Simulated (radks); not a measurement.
Q: These are the eigenvalues of the occupied orbitals of an atom or ion with whole-number occupations (hartree). All-electron calculation, Dirac Kohn-Sham, LDA (Slater exchange, Perdew-Wang correlation), spin-unpolarised, spherical densities, finite nucleus; Fermi nuclear charge, rms radius of each element as measured or else 0.836 A^(1/3) + 0.57 fm. Program: a radial shooting solver on a logarithmic mesh with Libxc functionals.

| orbital | eigenvalue |
|---|---|
| 1s1/2 | -2035.446 |
| 2s1/2 | -340.7580 |
| 2p1/2 | -324.5153 |
| 2p3/2 | -293.0604 |
| 3s1/2 | -76.48016 |
| 3p1/2 | -69.34693 |
| 3p3/2 | -62.77958 |
| 3d3/2 | -50.48726 |
| 3d5/2 | -49.05085 |
| 4s1/2 | -15.49896 |
| 4p1/2 | -12.66609 |
| 4p3/2 | -11.18667 |
| 4d3/2 | -6.51057 |
| 4d5/2 | -6.24225 |
| 5s1/2 | -2.38072 |
| 5p1/2 | -1.61398 |
| 5p3/2 | -1.42627 |
| 4f5/2 | -0.66272 |
| 4f7/2 | -0.62666 |

Which element is it, and in what charge state? The configuration may be excited. Open shells, if any, fill j = l - 1/2 first.

A: Z = 67, holmium, charge +2: Ho2+ in [Xe] 4f11. The list shows which subshells hold electrons but not how many an open one holds; the 1s level, -2035.4 hartree, gives Z - s = 63.8 by -(Z - s)^2/2, which with screening and relativity narrows Z to a few neighbours, and the depths of the outer levels then fix element, charge and occupations together.
